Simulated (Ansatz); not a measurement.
`F[Si@H]1[GaH][C@@H]1[SiH3]` + `N=CF` → `F/C=N/[SiH3]` + `F[SiH]1[CH2][GaH]1` at 298.15 K and 1 bar (ligand exchange at the Si–C bond).

Calculated with Ansatz (gas phase, PBE0-D4/def2-TZVP geometries, no zero-point term in ΔE). CBS: MP2 limit from def2 TZ/QZ plus the TZ coupled-cluster correction, frozen cores. This one scheme is used for every species. For Ga outer-core shells are correlated without core-valence functions, which leaves a few kJ/mol of doubt a bond. Scalar relativity is left out up to krypton. One conformer a species, not always the lowest.

```tsv
species	CCSD(T)/CBS energy (Eh)	H − E (kJ/mol)	S (J/(mol·K))
`F[Si@H]1[GaH][C@@H]1[SiH3]`	-2643.56523	179.4	388.8
`N=CF`	-193.72220	98.3	248.2
`F/C=N/[SiH3]`	-484.01982	143.9	304.9
`F[SiH]1[CH2][GaH]1`	-2353.27429	131.5	327.7
```

H − E and S are ideal-gas, rigid-rotor, harmonic terms from PBE0-D4/def2-TZVP, for one conformer and one mirror image of each species. 1 Eh = 2625.50 kJ/mol, R = 8.31446 J/(mol·K).

Q: By hand: ΔE, ΔH, ΔS and ΔG.

A: ΔE = (-484.01982) + (-2353.27429) − (-2643.56523) − (-193.72220) = -0.00668 Eh = -17.5 kJ/mol. Δ(H − E) = 143.9 + 131.5 − 179.4 − 98.3 = -2.3, so ΔH = -19.8 kJ/mol. ΔS = 304.9 + 327.7 − 388.8 − 248.2 = -4.4 J/(mol·K). ΔG = -19.8 − 298.15 × (-4.4)/1000 = -18.5 kJ/mol.

Q: By hand: the equilibrium constant, and the temperature at which ΔG would vanish if ΔH and ΔS stayed fixed.

A: log₁₀ K = −ΔG/(RT ln 10) = 3.2. ΔG = 0 at ΔH/ΔS = 4500 K, far beyond where these terms or the molecules hold.

The number of gas molecules stays the same, so ΔS is small and ΔH decides. A doubt of 5 kJ/mol in ΔE shifts log₁₀ K by 0.9 here. Other conformers and mirror images would add mixing entropy, several J/(mol·K) or more a flexible species. These are equilibria of isolated gas molecules and say nothing of rates. Largest T1 diagnostic: 0.014 (customary marks: 0.02 for closed shells, 0.045 for open ones).
